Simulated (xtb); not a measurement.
Ga(H)(Br)(OH) (BrGaH₂O), SMILES [OH][GaH][Br]. All values are semi-empirical tight-binding results from xtb (GFN2-xTB unless named), good for trends rather than for accurate numbers. Geometry optimised at GFN2-xTB. One conformer was computed; it need not be the lowest.

Optimised geometry:

```xyz
5

Ga    -0.3887     0.8792     0.0000
H     -1.8139     1.4226     0.0000
Br     0.1227    -1.3184     0.0000
O      1.0256     1.8419     0.0000
H      1.3624     2.7321     0.0000
```

For metal compounds this method's bond lengths and energies can be far off.

Computed properties:
```json
{
  "point_group_as_xtb_finds_it": "Cs",
  "orbital_gap": "4.73 eV",
  "zero_point_energy": "11.5 kcal/mol",
  "G − E(el) at 298.15 K (modified RRHO)": "-7.3 kcal/mol"
}
```

Computed atomic charges and the Wiberg bond orders between heavy atoms:
charges (e) Ga1 0.16, H2 0.02, Br3 -0.05, O4 -0.45, H5 0.32. Bond orders Ga1–Br3 1.29, Ga1–O4 1.32.
